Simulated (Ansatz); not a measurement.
Reaction (redistribution): `N#[C][Sn]([F])([Cl])[Cl]` + `[CH3][Ga]([CH3])[F]` → `[F][Sn]([F])([Cl])[Cl]` + `[CH3][Ga]([CH3])[C]#N`

Gas-phase electronic energies from Ansatz, PBE0-D4/def2-TZVP geometries. CCSD(T)/CBS is the MP2 limit (def2-TZVPP, def2-QZVPP) plus CCSD(T) − MP2 in def2-TZVPP, frozen cores. Functionals use def2-TZVPP. def2 core potentials past Kr. For Ga, Sn outer-core shells are correlated without core-valence functions, which leaves a few kJ/mol of doubt a bond. Scalar relativity is left out up to krypton.

`N#[C][Sn]([F])([Cl])[Cl]`:

```xyz
6

N     1.135   -1.820   -1.657
C     0.664   -1.030   -0.965
Sn   -0.204    0.371    0.308
F     0.543    2.047   -0.141
Cl    0.313   -0.065    2.479
Cl   -2.450    0.498   -0.023
```

`[CH3][Ga]([CH3])[F]`:

Cartesian coordinates in Å:
```
C -1.534 0.592 -0.764
Ga -0.204 -0.138 0.467
C 1.720 -0.458 0.347
F -0.894 -0.622 2.028
H -1.222 1.568 -1.142
H -1.657 -0.069 -1.626
H -2.497 0.694 -0.262
H 2.105 -0.802 1.307
H 1.933 -1.217 -0.410
H 2.249 0.452 0.055
```

`[F][Sn]([F])([Cl])[Cl]`:

Z-matrix (Å, degrees):
```
Sn
F 1 1.887
Cl 1 2.271 2 109.3
Cl 1 2.271 2 109.3 3 125.3
F 1 1.887 2 105.5 3 -117.3
```

`[CH3][Ga]([CH3])[C]#N`:

```xyz
11

C     0.864    0.663   -1.533
Ga   -0.033   -0.190   -0.024
C    -0.657    0.523    1.683
C    -0.370   -2.117   -0.267
N    -0.567   -3.245   -0.409
H     1.038    1.727   -1.368
H     1.823    0.171   -1.717
H     0.263    0.538   -2.437
H    -0.175   -0.014    2.504
H    -0.454    1.589    1.789
H    -1.733    0.355    1.780
```

| level | ΔE (eV) |
| --- | --- |
| BHLYP-D4 | 0.05 |
| r2SCANh | 0.03 |

Question: What does CCSD(T)/CBS give? (Best estimate.)

Answer: The calculation gave: +0.04 eV. The listed levels differ from it by 0.01, -0.01 eV.

Largest T1 diagnostic among the species: 0.013.

In def2-TZVPP, CCSD(T) changes the Hartree–Fock value by +0.08 eV (the triples alone add +0.01 eV) and MP2 by +0.10 eV. Leaving LDA and LC-ωPBE aside and taking each functional with its dispersion term where it has one, the values, not all of them listed here, spread over 0.05 eV, from B97M-V to B2PLYP. At CCSD(T), def2-SVP lies +0.18 eV from the extrapolated value and def2-TZVPP +0.06 eV.
